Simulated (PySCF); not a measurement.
Compound: C₆H₁₀NPS.
Atom-mapped SMILES: `[CH3:1][c:2]1[cH:3][p:4][c:5]([N:6]([CH3:7])[CH3:8])[s:9]1`

Cartesian coordinates in Å at the GFN2-xTB level; atoms count from 1:
```
atom  x, y, z in Å
C1     1.5555   -0.4093    3.1645
C2     1.0974   -0.5836    1.7564
C3     1.4749   -1.5463    0.8916
P4     0.8093   -1.5575   -0.7458
C5    -0.1757   -0.1635   -0.4468
N6    -1.0689    0.3538   -1.3373
C7    -1.6067    1.6744   -1.1352
C8    -1.0031   -0.1416   -2.6876
S9    -0.0478    0.5702    1.1260
H10    2.1809   -1.2488    3.4590
H11    2.1311    0.5110    3.2701
H12    0.7022   -0.3496    3.8399
H13    2.1824   -2.3089    1.1807
H14   -0.8603    2.4583   -1.3147
H15   -1.9651    1.7678   -0.1093
H16   -2.4457    1.8246   -1.8128
H17   -0.0938    0.1903   -3.2035
H18   -1.0004   -1.2332   -2.6620
H19   -1.8759    0.2011   -3.2408
```

Definitions: NICS(0) = −σiso at the ring centroid; NICS(1) = −σiso and NICS(1)zz = −σzz at ±1 Å along the ring normal z. Level: GIAO PBE0/pcSseg-1 (PySCF, non-relativistic, gas phase) on the GFN2-xTB geometry, one conformer.

Ring bond lengths (Å), with Mayer bond orders in brackets: C2–C3 1.348 (1.67), C3–P4 1.768 (1.11), P4–C5 1.733 (1.35), C5–S9 1.740 (1.10), S9–C2 1.744 (1.08).

Q: What do the NICS probes read (ppm)?

A: 
| ring | type | NICS(0) | NICS(1), two faces | NICS(1)zz, two faces | rms pucker (Å) | centre to ring atoms, mean (Å) |
| --- | --- | --- | --- | --- | --- | --- |
| C2–C3–P4–C5–S9 | 5-membered ring with P and S; formal bonds all aromatic | -9.5 | -8.4 / -8.9 | -16.3 / -17.2 | 0.01 | 1.41 |

Q: What can be read from them?

A: 
- C2–C3–P4–C5–S9: mean NICS(1)zz -16.8 ppm, shielded.

Q: What does the geometric index give? HOMA = 1 − mean of α(R − Ropt)² over the ring bonds, with Krygowski's 1993 parameters (CC: Ropt 1.388 Å, α 257.7 Å⁻²; CP: Ropt 1.698 Å, α 118.91 Å⁻²; CS: Ropt 1.677 Å, α 94.09 Å⁻²).

A: 
- C2–C3–P4–C5–S9: HOMA 0.61; the largest term is that of C3–P4, α(R − Ropt)² = 0.58.

Q: At the second NICS(1) probe listed for ring C2–C3–P4–C5–S9, 1 Å off the ring, what do the in-plane components average?

A: The isotropic value is a third of the trace: (3 × -8.9 − (-17.2))/2 = -4.8 ppm.

Q: Give the inner angles of the rings and the Hirshfeld charges of the ring atoms.

A: 
- C2–C3–P4–C5–S9: C2 115.1° (-0.030 e), C3 119.6° (-0.141 e), P4 92.8° (-0.034 e), C5 117.0° (-0.028 e), S9 95.5° (+0.087 e); sum 540.0° against 540° for a flat convex ring.

Q: What are the shieldings of the ring atoms and their hydrogens in the same run (means over atoms taken as equivalent)?

A: 
```json
{"atoms": "C2", "environment": "substituted aromatic carbon", "σ isotropic (ppm)": "44.3", "principal values of the symmetric part, first atom (ppm)": "-39.6, 62.8, 109.8"}
{"atoms": "C3", "environment": "aromatic CH carbon", "σ isotropic (ppm)": "43.7", "principal values of the symmetric part, first atom (ppm)": "-45.9, 50.2, 126.9"}
{"atoms": "P4", "environment": "phosphorus bonded to 2 C", "σ isotropic (ppm)": "212.5", "principal values of the symmetric part, first atom (ppm)": "79.0, 206.4, 352.0"}
{"atoms": "C5", "environment": "aromatic carbon bearing nitrogen", "σ isotropic (ppm)": "-16.4", "principal values of the symmetric part, first atom (ppm)": "-139.1, 2.0, 87.9"}
{"atoms": "S9", "environment": "thiophene-type sulfur", "σ isotropic (ppm)": "244.9", "principal values of the symmetric part, first atom (ppm)": "135.7, 268.7, 330.4"}
{"atoms": "H13", "environment": "aromatic hydrogen", "σ isotropic (ppm)": "24.64", "principal values of the symmetric part, first atom (ppm)": "22.2, 25.2, 26.5"}
```

The run took 78 s of wall time (with the writing of density and orbital grids) on Arm Neoverse V1, one thread, no GPU, on a shared host. This is the whole shielding run at PBE0/pcSseg-1, SCF included.
